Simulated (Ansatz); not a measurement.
Geometry optimisation, UKS PBE-D4/def2-SVP (Ansatz).

input.yaml

```yaml
crystal:
  periodic: [false, false, false]
  atoms:
    - { symbol: Ga, position_ang: [0.0, 0.0, 0.0] }
    - { symbol: H, position_ang: [0.0, 0.0, 1.82] }
    - { symbol: H, position_ang: [1.3596, 0.0, -0.785] }
    - { symbol: H, position_ang: [-1.3596, 0.0, -0.785] }
    - { symbol: Si, position_ang: [0.0, 0.0, 3.58] }
    - { symbol: H, position_ang: [-0.7436, -1.1581, 4.0674] }
    - { symbol: H, position_ang: [1.3747, -0.0649, 4.0674] }
    - { symbol: H, position_ang: [-0.6311, 1.223, 4.0674] }
magnetization:
  spin_polarized: true
  initial_magnetization: 1
basis:
  gaussian: { orbitals: def2-SVP }
hamiltonian:
  xc: pbe
  dispersion: d4
relax:
  f_tol: 0.15
  max_steps: 25
  restrain:
    - { distance: [1, 4], at: 2.66, k: 30.0 }
    - { distance: [0, 1], at: 1.57, k: 30.0 }
```

Command:

```bash
$ ansatz run input.yaml --threads 2 --pin off --max-ram 3072MiB --backend cpu --events-out ev --progress --plain --runs-dir out
```

Question: Where does it end, and by what steps?

Answer: The forces met the threshold. The restraints hold the end off the free minimum. After 5 steps the energy has risen by 0.060 eV (the restraints' own energy left out); H2 moved furthest, 0.52 Å.

```json
{"step": "0", "energy less start (eV)": "0.0000", "largest force component (eV/Å)": "0.832", "accepted": "yes"}
{"step": "1", "energy less start (eV)": "0.1967", "largest force component (eV/Å)": "1.203", "accepted": "yes"}
{"step": "2", "energy less start (eV)": "0.3179", "largest force component (eV/Å)": "1.281", "accepted": "yes"}
{"step": "3", "energy less start (eV)": "0.1646", "largest force component (eV/Å)": "0.575", "accepted": "yes"}
{"step": "4", "energy less start (eV)": "0.0603", "largest force component (eV/Å)": "0.294", "accepted": "yes"}
{"step": "5", "energy less start (eV)": "0.0595", "largest force component (eV/Å)": "0.300", "accepted": "yes"}
```

```xyz
8
Properties=species:S:1:pos:R:3
Ga -0.001 0.000 -0.280
H 0.000 0.000 1.299
H 1.372 0.000 -1.068
H -1.373 0.000 -1.068
Si 0.002 0.000 3.959
H -0.780 -1.215 4.395
H 1.442 -0.068 4.401
H -0.662 1.283 4.394
```

Time of the run: 11 s on 2 threads of Arm Neoverse V2, on a shared host, peak memory 0.16 GiB.
